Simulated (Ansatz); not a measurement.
`[CH3][Al]([F])[BH]O` + `[OH][SbH][SiH3]` → `C[O][SbH][SiH3]` + `O[BH][AlH][F]`  (substitution at a C–Al bond)

Isolated molecules relaxed with PBE0-D4/def2-TZVP in Ansatz; ΔE leaves out vibrations. CCSD(T)/CBS adds triple-zeta CCSD(T) − MP2 to the extrapolated MP2 energy (def2 sets, frozen cores). DFT in def2-TZVPP. B3LYP here is the variant with VWN-RPA as its local correlation; programs differ in this. def2 core potentials past Kr. For Sb outer-core shells are correlated without core-valence functions, which leaves a few kJ/mol of doubt a bond. Each species was taken in one conformer, which may not be the lowest.

CCSD(T)/CBS gives +103.3 kJ/mol.

(1) Another level gave +98.9 kJ/mol. Which?
A. BLYP-D4/def2-TZVPP
B. HF/def2-TZVPP
C. B3LYP/def2-TZVPP
D. PBE-QIDH/def2-TZVPP

Largest T1 diagnostic among the species: 0.014.

Results:

(1) C. B3LYP 98.9, PBE-QIDH 103.8, BLYP-D4 93.9, HF/def2-TZVPP 87.7 kJ/mol.

In def2-TZVPP, CCSD(T) changes the Hartree–Fock value by +12.1 kJ/mol (the triples alone add +0.6 kJ/mol) and MP2 by +17.0 kJ/mol. The D4 term adds −3.0 kJ/mol with B3LYP and −1.6 kJ/mol with PBE0; it sums over pairs of atoms, weighted by their polarisabilities, and B3LYP, whose exchange is more repulsive, gets the larger term.
